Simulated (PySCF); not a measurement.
Pb(OMe)(NH2) (CH₅NOPb), SMILES C[O][Pb][NH2] (connectivity only; charge and spin as stated), neutral, multiplicity 1.

Geometry optimised at r2SCAN-D4/def2-SVP. The structure was generated by enumeration; whether it is a known compound was not checked. The def2 effective core potentials stand for the cores of Pb; spin–orbit coupling is left out. Other conformers were not sampled.

All values below come from PySCF 2.14.0 with r2SCAN-D4/def2-SVP.

Frequencies are harmonic and unscaled.

Computed vibrational spectrum:
```tsv
mode	ν (cm⁻¹)	IR (km/mol)	Raman (Å⁴/amu)	depolarisation	moving atoms (share of kinetic energy)
1	96	0.4	0.1	0.75	H 86 %, O 12 %
2	143	17.3	0.5	0.75	O 41 %, H 31 %, C 15 %, N 12 %
3	154	0.8	3.8	0.70	N 47 %, H 26 %, C 23 %
4	227	4.3	2.9	0.45	O 33 %, C 33 %, H 23 %, Pb 8 %
5	270	188.2	3.2	0.75	H 83 %, N 17 %
6	398	0.4	1.9	0.75	H 98 %
7	465	61.8	22.3	0.37	O 75 %, C 8 %, Pb 8 %
8	536	46.5	25.5	0.24	N 77 %, H 15 %
9	566	30.9	2.0	0.34	H 80 %, N 17 %
10	1119	201.5	19.2	0.29	O 47 %, C 45 %
11	1166	0.2	2.9	0.75	H 76 %, C 19 %
12	1178	7.0	5.1	0.07	H 70 %, C 21 %, O 9 %
13	1456	29.2	14.3	0.53	H 90 %
14	1464	2.4	39.7	0.75	H 96 %
15	1471	33.4	19.2	0.73	H 93 %
16	1493	8.3	2.1	0.21	H 91 %, N 8 %
17	2914	141.7	189.6	0.02	H 97 %
18	2970	89.6	96.6	0.75	H 91 %, C 9 %
19	3027	74.2	279.6	0.49	H 91 %, C 9 %
20	3537	8.6	231.7	0.16	H 96 %
21	3658	16.9	90.9	0.73	H 91 %, N 9 %
```
